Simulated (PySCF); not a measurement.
Structure from NMR data

The spectra below were simulated for a compound C7H10B2.

¹H NMR (300 MHz, computed): δ 7.57 (m, 2H), 7.35 (d, 2H), 7.33 (t, 1H), 7.15 (br, 4H), 4.16 (quint, 1H).

¹³C{¹H} NMR (computed): δ 155.2 (C), 137.4 (CH, 2C), 132.9 (CH, 2C), 131.2 (CH), 71.2 (CH).

Level of theory: PBE0-D3(BJ)/def2-SVP geometry, NMR shieldings at HF/pcSseg-1/GIAO, in PySCF 2.14 (single conformer, equivalent nuclei averaged, in vacuum, no relativistic terms).

δ = σ(ref) − σ, references computed at the same level: ¹H, ¹³C vs TMS.

What is the structure?

Results:


5 carbon signals for 7 carbons: some carbons are equivalent by symmetry or fast rotation. Carbon types of the structure: 1 × C, 6 × CH, leaving 4 H on heteroatoms. δC 155.2: substituted aromatic carbon. δC 137.4, 132.9, 131.2: aromatic CH; the aromatic region. δC 71.2: sp3 CH bonded to 2 B, on an aromatic ring. δH 7.57, 7.35, 7.33: hydrogen on an aromatic CH; it sits in the deshielding region of the aromatic ring current. δH 7.15: hydrogen on a boron bonded to C. δH 4.16: hydrogen on an sp3 CH bonded to 2 B, on an aromatic ring.

These data were computed for `BC(B)c1ccccc1`.

This is the structure that produced the data.

Hydrogens on boron are broadened and split by ¹¹B (spin 3/2, 80 %) and 10B (spin 3). A carbon bonded to boron is broadened by the quadrupolar boron nucleus and is often missing from a measured spectrum. Shifts are as computed. Against solution values, carbons near 30 ppm lie about -0 ppm off and those near 130 ppm about +7 ppm. Of 1309 compounds with measured shifts, 239 miss one by over three times the rms of a fit or turn the order of signals round; such compounds aren't used in these exercises. No couplings were computed; multiplicities are counted from neighbouring protons, with m where these are inequivalent, close in shift, in a saturated or five-membered ring or joined by F or P, and br s for small geminal =CH2 splittings.
